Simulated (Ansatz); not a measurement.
Process, species as SMILES: C[SiH](C)O[SiH3] → C[Si](C)O[SiH3] + H atom (the H-Si bond at the site shown breaks; other sites are not compared here)
Structures are relaxed separately at B3LYP-D3(BJ)/def2-TZVP in Ansatz (a program for electronic structure), one conformer each, not searched for the lowest. Frequencies are from Ansatz.

Quantity: bond dissociation energy (enthalpy at 298 K, with B3LYP-D3(BJ) rigid-rotor harmonic-oscillator terms), in kJ/mol. Correlated levels leave the core frozen unless marked. UHF or UKS for open shells. Spin-orbit coupling is left out. Non-relativistic. CBS(X,Y): correlation extrapolated as X^-3; Hartree-Fock from the larger set.

```csv
level,program,bond dissociation energy (kJ/mol)
PBE0-D3(BJ)/def2-TZVPD,Ansatz + dftd3,373.9
r2SCAN0-D4/def2-TZVPD,Ansatz + dftd4,378.5
```

Task: Estimate the value at CCSD(T)/CBS(cc-pV(T+d)Z,cc-pV(Q+d)Z) as computed with Ansatz.

Result: 398.4 kJ/mol
